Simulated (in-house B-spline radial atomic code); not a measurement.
# Response and correlation of Cu⁻

Closed shell [Ar] 3d10 4s2. Computed with an all-electron radial atomic-structure program (B-spline basis): Dirac-Hartree-Fock, relativistic RPA (time-dependent Dirac-Hartree-Fock) for the response and second-order many-body perturbation theory for correlation, no-pair Dirac-Coulomb Hamiltonian, finite nucleus, speed of light scaled by 100 (non-relativistic limit).

Command:
```bash
python run_mb.py task.json out
```
Settings (nuclear radius in fm, box in bohr, cutoff in hartree):
```
basis_form          2
Z                   29
core_configuration  [Ar] 3d10 4s2
rms_radius          3.8823
mass_number         63
speed_of_light      13703.59991
box_radius          67.716
lmax                7
intervals           70
virtual_cutoff      21025.0
```

Cost of the run: 8.9 s on 1 thread of Arm Neoverse V1, on a shared host.

```csv
"multipole (bohr³, bohr⁵, bohr⁷)",uncoupled,coupled RPA
dipole,268.13,?
quadrupole,14882,36737
octupole,2.2983e+06,5.0491e+06
```

(1) What is the coupled dipole polarisability?

(2) Which subshells carry the dipole polarisability?

(3) What does the dipole shielding factor come to?

Dipole polarisability at imaginary frequency:

```json
{"u (Eh)": "0", "α(iu) (bohr³)": "584.6"}
{"u (Eh)": "0.0177", "α(iu) (bohr³)": "492.8"}
{"u (Eh)": "0.053", "α(iu) (bohr³)": "254.9"}
{"u (Eh)": "0.106", "α(iu) (bohr³)": "113.5"}
{"u (Eh)": "0.177", "α(iu) (bohr³)": "54.01"}
{"u (Eh)": "0.354", "α(iu) (bohr³)": "18.51"}
{"u (Eh)": "0.707", "α(iu) (bohr³)": "6.644"}
{"u (Eh)": "1.77", "α(iu) (bohr³)": "1.93"}
```

(4) What dispersion coefficients follow for two such ions (the dispersion part alone)?

Lowest J = 1 odd-parity excitations:

```
energy (eV)  oscillator strength  leading channel  weight
 2.9205e-06             9.89e-23     4s1/2 → p3/2   0.735
```

For an outer ns² shell RPA puts the lowest triplet far too low, and second order misses the ns²-np² near-degeneracy.

Second-order correlation energy by the highest angular momentum of the excited pair (hartree): s -0.02485, p -0.2208, d -0.7704, f -0.4356, g -0.1426, h -0.0604, i -0.02745, k -0.01394.

(5) What is the second-order correlation energy at the partial-wave limit?

## Answers

(1) 584.56 atomic units, +118 % against the uncoupled value.

(2) 4s1/2 100.9 %, 3d5/2 -0.6 %, 3d3/2 -0.4 %.

(3) The dipole shielding factor is 1.034, against the exact N/Z = 30/29 = 1.034 of the non-relativistic theorem.

(4) C6 = (3/π)∫α(iu)²du = 11950 hartree·bohr⁶ and C8 = 3.699e+06 hartree·bohr⁸.

(5) The listed waves sum to -1.696 hartree; extrapolating the increments as (l + 1/2)⁻⁴ gives -1.7245 hartree, -1.56 eV per electron.
